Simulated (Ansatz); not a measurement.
Program: Ansatz. Geometries: PBE0-D4/def2-TZVP. ΔE: electronic, gas phase. CCSD(T)/CBS adds triple-zeta CCSD(T) − MP2 to the extrapolated MP2 energy (def2 sets, frozen cores). def2 core potentials past Kr. For Te outer-core shells are correlated without core-valence functions, which leaves a few kJ/mol of doubt a bond. One conformer a species, not always the lowest.

`F[SiH2][TeH]` + `CB(N)C[SiH3]` → `F[SiH2]C[SiH3]` + `CB(N)[TeH]`  (redistribution)

`F[SiH2][TeH]`:

Z-matrix (Å, degrees):
```
Si
Te 1 2.474
F 1 1.599 2 112.5
H 1 1.480 2 106.5 3 -118.1
H 1 1.479 2 110.5 3 119.5
H 2 1.657 1 91.2 3 -78.4
```

`CB(N)C[SiH3]`:

Cartesian coordinates in Å:
```
C -1.690 0.844 0.321
B -0.676 -0.147 -0.366
N -0.694 -0.311 -1.756
C 0.387 -0.934 0.490
Si 1.971 0.051 0.667
H -2.292 1.426 -0.381
H -1.170 1.547 0.981
H -2.380 0.287 0.965
H -0.074 -0.928 -2.251
H -1.326 0.192 -2.355
H 0.019 -1.129 1.503
H 0.661 -1.897 0.044
H 1.697 1.407 1.218
H 2.938 -0.624 1.577
H 2.630 0.218 -0.657
```

`F[SiH2]C[SiH3]`:

Cartesian coordinates in Å:
```
F -1.000 1.566 1.402
Si -1.411 0.178 0.710
C -0.264 -0.163 -0.706
Si 1.566 -0.105 -0.288
H -1.305 -0.884 1.740
H -2.820 0.315 0.263
H -0.500 -1.165 -1.084
H -0.467 0.542 -1.519
H 1.978 1.280 0.050
H 1.846 -0.988 0.876
H 2.375 -0.576 -1.443
```

`CB(N)[TeH]`:

Cartesian coordinates in Å:
```
C -0.915 -0.067 1.136
B 0.012 0.117 -0.118
N 0.996 -0.807 -0.455
Te -0.291 1.899 -1.347
H -1.970 -0.094 0.849
H -0.695 -0.988 1.685
H -0.807 0.770 1.833
H 1.607 -0.724 -1.248
H 1.154 -1.635 0.097
H 0.910 1.530 -2.431
```

```csv
level,ΔE (kcal/mol)
CCSD/def2-TZVPP,1.6
CCSD(T)/def2-TZVPP,1.4
```

Task: What does CCSD(T)/CBS give? (Estimate.)

Result: Computed: +1.6 kcal/mol. The listed levels differ from it by 0.0, -0.2 kcal/mol.

Largest T1 diagnostic among the species: 0.011.
